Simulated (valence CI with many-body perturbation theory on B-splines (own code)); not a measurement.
The numbers below are computed, except where a source is named.
In¹⁶⁺: configurations and terms from energies and g

Method: valence CI with perturbative core correlation (CI+MBPT): five valence electrons over a frozen Dirac-Fock core [Ar] 3d10, radial functions for each j: 11 s, 11 p, 10 d, 8 f, 5 g, 2 h, with the one-electron correlation potential Σ1, the two-electron term Σ2, the three-electron term Σ3, Breit, model QED; selected CI, second order for the rest, scaled by the run's own slope (own B-spline code, finite nucleus).

No measured spectrum was set against this ion. As an estimate, levels hold to about 250 cm⁻¹ or 0.2 % of their energy and the worst to 1 %, as in measured heavy ions of charge 2 to 7; those with d or f electrons hold less well. Among the levels kept, up to 2200 cm⁻¹ of a level comes from second order outside the variational space, and about a tenth of that is noise between levels of different J, which matters for small intervals.

| No. | J | Parity | E (eV) | g |
| --- | --- | --- | --- | --- |
| 3 | 5/2 | odd | 9.554 | 1.199 |
| 4 | 1/2 | odd | 12.991 | 0.664 |
| 6 | 5/2 | even | 46.396 | 1.556 |
| 7 | 3/2 | even | 51.370 | 1.577 |
| 8 | 1/2 | even | 52.052 | 2.512 |
| 10 | 5/2 | even | 59.867 | 1.242 |

Energies count from the lowest level. Strongly mixed levels and levels close to another of their J and parity are left out, so the numbers can have gaps.

Question: Give configuration and LS term of each level.

Answer: 3: 4s2 4p3 2D°; 4: 4s2 4p3 2P°; 6: 4s 4p4 4P; 7: 4s 4p4 4P; 8: 4s 4p4 4P; 10: 4s 4p4 2D.
